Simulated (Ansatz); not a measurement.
Relaxation of AlH6NOSi (10 atoms, charge 0, multiplicity 1), to a largest force component of 0.02 eV/Å in at most 40 steps.

Theory: RKS B3LYP-D4/6-31G in Ansatz.

```xyz
10
Properties=species:S:1:pos:R:3
Al 0.000 0.000 0.000
O 0.000 0.000 1.780
Si -1.315 -0.407 2.744
H -2.239 -1.240 1.980
H -0.851 -1.143 3.916
H -1.999 0.809 3.173
H 1.351 0.000 -0.780
N -1.663 0.000 -0.960
H -2.332 -0.816 -0.861
H -1.912 0.816 -1.589
```

Task: Where does it end, and by what steps?

Result: The run converged. The force dipped under the threshold on the way, but the program's further checks kept it going. Limits of this set-up: no polarisation functions. After 14 steps the energy has fallen by 0.948 eV; H10 moved furthest, 1.24 Å.

| step | energy less start (eV) | largest force component (eV/Å) | accepted |
| --- | --- | --- | --- |
| 0 | 0.0000 | 2.061 | yes |
| 1 | -0.4612 | 1.082 | yes |
| 2 | -0.6577 | 0.746 | yes |
| 3 | -0.7867 | 0.255 | yes |
| 4 | -0.8397 | 0.276 | yes |
| 5 | -0.8860 | 0.314 | yes |
| 6 | -0.9227 | 0.113 | yes |
| 7 | -0.9356 | 0.368 | yes |
| 8 | -0.9190 | 0.907 | no |
| 9 | -0.9451 | 0.118 | yes |
| 10 | -0.9478 | 0.012 | yes |
| 11 | -0.9483 | 0.021 | yes |
| 12 | -0.9481 | 0.026 | no |
| 13 | -0.9482 | 0.034 | no |
| 14 | -0.9483 | 0.004 | yes |

```xyz
10
Properties=species:S:1:pos:R:3
Al -0.289 0.078 -0.116
O -0.833 -0.217 1.479
Si -1.356 -0.518 3.057
H -2.583 -1.393 3.048
H -0.283 -1.218 3.846
H -1.697 0.772 3.752
H 1.242 0.372 -0.432
N -1.473 0.052 -1.457
H -2.463 -0.127 -1.350
H -1.224 0.217 -2.424
```

The run took 45 s on 1 thread of Intel(R) Xeon(R) Platinum 8488C (Sapphire Rapids), on a shared host, peak memory 0.17 GiB.
